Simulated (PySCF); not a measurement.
# Radial density of Ar+ (argon, charge +1)

TPSS, [Ne] 3s2 3p5, 2P determinant. Calculation: PySCF 2.14, in aug-cc-pVQZ-DK; the spin-free X2C one-electron Hamiltonian (Gaussian nucleus).

```tsv
r (bohr)	4πr²ρ (e/bohr)	4πr²(ρα − ρβ)
0.00131	0.1015	0.0000
0.00221	0.2634	0.0000
0.00372	0.6737	0.0000
0.00625	1.670	0.0000
0.0105	3.918	0.0001
0.0177	8.350	0.0004
0.0298	15.06	0.0018
0.0501	20.58	0.0089
0.0842	18.74	0.0379
0.142	14.43	0.1134
0.238	19.75	0.1700
0.401	17.10	0.0370
0.674	5.202	0.1558
1.13	5.468	0.7449
1.91	2.810	0.4151
3.21	0.2332	0.0326
5.40	0.002130	0.0002
```

Densities and radii are taken from the X2C orbitals without a picture-change correction, which distorts them close to the nucleus.
